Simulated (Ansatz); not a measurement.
Consider the ligand exchange at a Ga–N bond: `[F][Ga]([F])[NH][GaH2]` + HBr → `[GaH2][Br]` + `[NH2][Ga]([F])[F]`.

Gas-phase electronic energies from Ansatz, PBE0-D4/def2-TZVP geometries. CCSD(T)/CBS adds triple-zeta CCSD(T) − MP2 to the extrapolated MP2 energy (def2 sets, frozen cores). Functionals use def2-TZVPP. For Br, Ga outer-core shells are correlated without core-valence functions, which leaves a few kJ/mol of doubt a bond. Scalar relativity is left out up to krypton. One conformer a species, not always the lowest.

Problem. Is it downhill or uphill in electronic energy at CCSD(T)/CBS, and by how much? (Estimate.)

Solution. The calculation gave: Downhill: ΔE = -72.6 kJ/mol.

Problem. What do these levels give: LDA (SPW92), CAM-B3LYP-D4, BLYP, r2SCAN, CAM-B3LYP, HF/def2-SVP? (An estimate is asked.)

Solution. The calculation gave: LDA (SPW92) -72.4, CAM-B3LYP-D4 -76.4, BLYP -78.6, r2SCAN -80.8, CAM-B3LYP -79.6, HF/def2-SVP -89.0 kJ/mol.

Largest T1 diagnostic among the species: 0.014.

In def2-TZVPP, CCSD(T) changes the Hartree–Fock value by +27.6 kJ/mol (the triples alone add +3.4 kJ/mol) and MP2 by +26.9 kJ/mol. Leaving LDA and LC-ωPBE aside and taking each functional with its dispersion term where it has one, the values, not all of them listed here, spread over 12.9 kJ/mol, from r2SCAN0-D4 to BLYP-D4. LDA lies +7.7 kJ/mol from PBE without D4.
